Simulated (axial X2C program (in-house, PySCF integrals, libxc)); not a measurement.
## Potential curves of PbB⁺, two-component

Computed with an in-house all-electron X2C program for linear molecules (integrals from PySCF). Two-component (2c) means X2C with spin–orbit coupling and atomic mean-field two-electron Coulomb and Gaunt terms. Basis: Pb dyall-cv3z [12s14p10d7f1g], B dyall-v3z [7s6p2d1f] (cores contracted in-house); Gaussian nuclei, density fitting, unrestricted open shells. Masses: Pb 207.977 u, B 11.009 u.

State: Ω = 0 (closed shell). Energies in kJ/mol from the fragments at the same level (Pb+ + B). Fits are polynomials in 1 − R0/R over 0.85 to 1.23 times the lowest point R0.

```json
{"R (Å)": "2.2246", "PBE0": "-111.09", "BHandHLYP": "-70.49"}
{"R (Å)": "2.3269", "PBE0": "-123.19", "BHandHLYP": "-84.12"}
{"R (Å)": "2.4036", "PBE0": "-128.37", "BHandHLYP": "-90.10"}
{"R (Å)": "2.4803", "PBE0": "-131.08", "BHandHLYP": "-93.37"}
{"R (Å)": "2.5570", "PBE0": "-131.85", "BHandHLYP": "-94.51"}
{"R (Å)": "2.6465", "PBE0": "-130.80", "BHandHLYP": "-93.74"}
{"R (Å)": "2.7360", "PBE0": "-128.11", "BHandHLYP": "-91.19"}
{"R (Å)": "2.8511", "PBE0": "-122.78", "BHandHLYP": "-85.94"}
{"R (Å)": "2.9917", "PBE0": "-114.24", "BHandHLYP": "-77.41"}
{"R (Å)": "3.1963", "PBE0": "-99.52", "BHandHLYP": "-62.63"}
```

One determinant describes the state; a PBE0 search over occupations chose it and may have missed a lower one. The closed shell is kept restricted, so the energy runs too high when the bond is stretched far. Dissociation energies refer to the lowest single-determinant-based atoms at the same level and basis. The 2c atoms are single determinants rather than J levels; their spin–orbit lowering is only partly caught, and De is too large by that part. This holds for PBE0, BHandHLYP. The 2c shell is closed although the spin-free state is open, so other pairings can mix in. The functionals have no current-density term, which raises determinants with orbital currents, atoms included. The lowest spin-free determinant has another configuration (M_S = 1, Λ = 1), so the order of states is uncertain and this need not be the ground state.

Fit the PBE0 curve near its minimum: give the equilibrium distance, the harmonic wavenumber and the well depth.

At PBE0, 2c: Re = 2.554 Å, ωe ≈ 267 cm⁻¹, De = 1.37 eV to Pb+ + B; Be follows as 0.247 cm⁻¹.

What are Re, ωe and De at the BHandHLYP level?

At BHandHLYP, 2c: Re = 2.568 Å, ωe ≈ 273 cm⁻¹, De = 0.98 eV to Pb+ + B; Be follows as 0.244 cm⁻¹.
